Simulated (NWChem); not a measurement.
Si₂H₃ cation, singlet

```xyz
5

Si     0.0000     0.0000     1.3326
Si     0.0000     0.0000    -1.0754
H      1.2090    -0.7927    -1.4497
H      0.0820     1.4434    -1.4497
H     -1.2910    -0.6507    -1.4497
```
Atoms are numbered in this order, from 1.

Computed with NWChem. Pople sets run with spherical d functions. Low-valent species are run as closed-shell singlets; no triplet was tried in these runs. Coordinates come from a PBE0/def2-SVP optimisation. Atomic charges in e: unrestrained fits to the electrostatic potential beside Mulliken populations; buried atoms are poorly determined by the fit.

For level B3LYP/def2-SVP:

```
Property      Result
------------  ------
ESP Si2         0.51
Mulliken Si2    0.14
```

Problem. How do the values read with level Hartree-Fock/6-31G* instead?

Solution. 
| Item | Value |
|---|---|
| ESP Si2 | 0.74 |
| Mulliken Si2 | 0.32 |
